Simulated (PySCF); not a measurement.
# Ionisation energy of W²⁺ by level of theory

W²⁺ [Xe] 4f14 5d4 (5D) → W³⁺ [Xe] 4f14 5d3 (4F), as a difference of total energies. All numbers are calculated (PySCF 2.14, scalar relativity through the core potential, in aug-cc-pV5Z-PP with ECP60MDF (8s8p7d5f4g3h2i, 197 functions)). The calculations carry no spin-orbit coupling.

```tsv
method	ionisation energy (eV)
UHF	24.744
PBEsol	26.075
M06-2X	25.842
```

The reference lies between the lowest fine-structure levels, while these numbers refer to the centres of the terms.

For comparison: 26 ± 0.4 eV (semi-empirical (NIST evaluation); NIST Atomic Spectra Database, ionization energies).
